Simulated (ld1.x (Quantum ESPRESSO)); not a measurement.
**An all-electron radial function and its pseudo partner (Al)**

Columns: radius, all-electron u(r) and pseudo u(r) of the 2s shell (level -128.77 eV) of aluminium in the configuration [He] 2s2 2p6 3s1 3p0; PBE, scalar-relativistic, TM scheme, ld1.x (Quantum ESPRESSO) 7.5.

| r (bohr) | all-electron | pseudo |
| --- | --- | --- |
| 0.030 | 0.4739 | -0.0821 |
| 0.060 | 0.6004 | -0.1651 |
| 0.090 | 0.5273 | -0.2497 |
| 0.120 | 0.3472 | -0.3370 |
| 0.150 | 0.1181 | -0.4275 |
| 0.180 | -0.1238 | -0.5219 |
| 0.210 | -0.3570 | -0.6200 |
| 0.240 | -0.5694 | -0.7213 |
| 0.270 | -0.7548 | -0.8242 |
| 0.300 | -0.9111 | -0.9261 |
| 0.330 | -1.0381 | -1.0233 |
| 0.360 | -1.1375 | -1.1115 |
| 0.390 | -1.2116 | -1.1865 |
| 0.420 | -1.2630 | -1.2447 |
| 0.450 | -1.2948 | -1.2842 |
| 0.480 | -1.3097 | -1.3050 |
| 0.510 | -1.3103 | -1.3089 |
| 0.540 | -1.2990 | -1.2988 |
| 0.570 | -1.2781 | -1.2781 |
| 0.600 | -1.2493 | -1.2493 |
| 0.630 | -1.2144 | -1.2144 |
| 0.660 | -1.1748 | -1.1748 |
| 0.690 | -1.1317 | -1.1317 |
| 0.720 | -1.0861 | -1.0861 |
| 0.750 | -1.0389 | -1.0389 |
| 0.780 | -0.9909 | -0.9909 |

(1) How many radial nodes do the two functions have?

(2) At about which radius was the pseudo-wave matched?

(3) Is the pseudo-wave norm-conserving?

Results:

(1) The all-electron 2s function has n − l − 1 = 1; the pseudo-wave has 0, since the states of the same l below it are removed with the core.

(2) 0.60 bohr. The columns agree to 0.0005 from 0.54 bohr on; several derivatives are matched, so the curves merge somewhat inside the radius.

(3) Yes: the TM scheme keeps the norm inside the radius equal to the all-electron one, which fixes the energy derivative of the logarithmic derivative at the level.
